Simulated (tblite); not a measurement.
C4H10FNSi.
Cartesian coordinates in Å at the GFN2-xTB level; atoms count from 1:
```xyz
17
C4H10FNSi angstrom
C      1.5678   -1.3580    0.4494
C      0.5227   -0.5212   -0.2618
F      0.4804   -0.9632   -1.5990
C     -0.8781   -0.6994    0.3185
C     -1.7364    0.4685   -0.1573
N     -0.9052    1.6548   -0.0378
Si     0.7668    1.3855   -0.3024
H      2.5236   -1.2654   -0.0611
H      1.2809   -2.4093    0.4586
H      1.6827   -1.0111    1.4723
H     -0.7991   -0.6690    1.4055
H     -1.3089   -1.6557    0.0183
H     -2.6320    0.5790    0.4618
H     -2.0543    0.3015   -1.1946
H     -1.3869    2.5194   -0.2186
H      1.5353    1.8913    0.8350
H      1.3336    1.7644   -1.5968
```

Computed with GFN2-xTB (tblite): harmonic, unscaled wavenumbers at the GFN2-xTB geometry, gas phase. The method is semi-empirical: single wavenumbers can be off by several per cent or more. Modes of hydrogen on silicon can be 10 to 20 % off. One conformer, not necessarily the lowest.

Harmonic wavenumbers (cm⁻¹): 89.9, 190.8, 204.8, 217.7, 283.1, 337.4, 369.3, 413.3, 481.4, 506.2, 542.5, 582.5, 614.8, 691.1, 786.3, 816.3, 863.7, 903.8, 942.2, 1009.1, 1014.1, 1113.2, 1124.7, 1129.0, 1176.2, 1186.3, 1213.6, 1267.0, 1317.8, 1355.0, 1401.1, 1458.2, 1484.3, 1497.2, 1498.4, 2256.2, 2279.5, 2885.7, 2940.2, 2987.5, 2995.9, 3007.8, 3038.9, 3047.4, 3482.4.

A = 3024, B = 2025, C = 1647 MHz; mass 119.057 u (most abundant isotopes); point group C1, symmetry number 1.

Question: Zero-point energy?

Answer: ½Σν̃ = 29502 cm⁻¹ = 84.35 kcal/mol.

Question: Give the ideal-gas entropy at 200 K and 1 bar in the rigid-rotor, harmonic-oscillator model (classical rotation).

Answer: Translation 38.28, rotation 26.67, vibration 10.89: S = 75.8 cal/(mol K).

Question: And Cp and H(200 K) − H(0)?

Answer: Cp = 24.42 cal/(mol K), of which vibrations give 16.47 (their classical limit is 45 R = 89.4); H(200 K) − H(0) = 2.97 kcal/mol without the zero-point energy, 1.38 from vibrations.

Question: What must be added to the electronic energy to get the Gibbs energy at 200 K and 1 bar?

Answer: ZPE + [H(200 K) − H(0)] − T·S = 84.35 + 2.97 − 15.17 = 72.15 kcal/mol.

Question: Which modes carry the vibrational entropy at 200 K?

Answer: 89.9 cm⁻¹: 2.89; 190.8 cm⁻¹: 1.51; 204.8 cm⁻¹: 1.39; 217.7 cm⁻¹: 1.29; 283.1 cm⁻¹: 0.89; 337.4 cm⁻¹: 0.65 cal/(mol K); the other 39 give 2.28 together.

Question: Blend soft modes into free rotors: weight 1/[1 + (100 cm⁻¹/ν̃)⁴] for the oscillator and the rest for a rotor with moment μB/(μ + B), μ = h/(8π²ν), B = 10⁻⁴⁴ kg m². What vibrational entropy results?

Answer: 10.77 cal/(mol K) in place of 10.89, which changes −T·S at 200 K by +0.02 kcal/mol.

Hindered rotation and anharmonicity are outside this model. Other conformers, if any are populated, would add a mixing term that is left out. The structure is chiral; the term R ln 2 for an equal mix with its mirror image is left out.

Run on an Arm Neoverse N1 with one thread, no GPU (shared host). The figure is for the frequency step alone.
